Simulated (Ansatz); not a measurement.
Dimethylphenylsulfonium dicyanamide, `C[S+](C)c1ccccc1.N#C[N-]C#N`. Total charge 0; singlet. Geometry PBE-D4/def2-SVP, basis def2-TZVP, Ansatz.

Cartesian coordinates in Å:
```
C -0.894 -2.181 -0.141
S -0.732 -0.587 -1.002
C 0.229 -1.147 -2.471
C 0.532 0.304 -0.092
C 0.338 1.689 0.036
C 1.287 2.436 0.750
C 2.404 1.806 1.317
C 2.582 0.417 1.178
C 1.645 -0.346 0.472
H -1.049 -1.923 0.922
H -1.820 -2.637 -0.541
H -0.001 -2.809 -0.310
H -0.433 -1.820 -3.049
H 0.453 -0.242 -3.066
H 1.162 -1.659 -2.173
H -0.556 2.181 -0.369
H 1.125 3.515 0.882
H 3.139 2.396 1.883
H 3.455 -0.078 1.630
H 1.784 -1.433 0.377
N -4.083 -1.281 -0.346
C -3.406 -0.548 0.299
N -2.462 0.084 0.970
C -2.444 1.365 1.275
N -2.256 2.500 1.569
```

```
run  HOMO (eV)  LUMO (eV)
  A      -5.76      -2.15
  B      -5.96      -1.99
  C      -5.08      -2.70
  D      -4.89      -2.82
```

B3LYP takes the VWN-RPA correlation. In the singlet geometry the species has come apart into loosely held pieces.

**Question.** The runs used B3LYP, PBE, PBE0, r2SCAN. Estimate which is which.

**Answer.** A B3LYP (20 % exact exchange); B PBE0 (25 % exact exchange); C r2SCAN (0 % exact exchange); D PBE (0 % exact exchange). Exact exchange lowers occupied and raises empty levels; among semilocal functionals meta-GGAs tend to open the gap a little, and such runs are hard to tell apart. The gap grows from 2.07 eV (PBE) to 3.98 eV (PBE0).
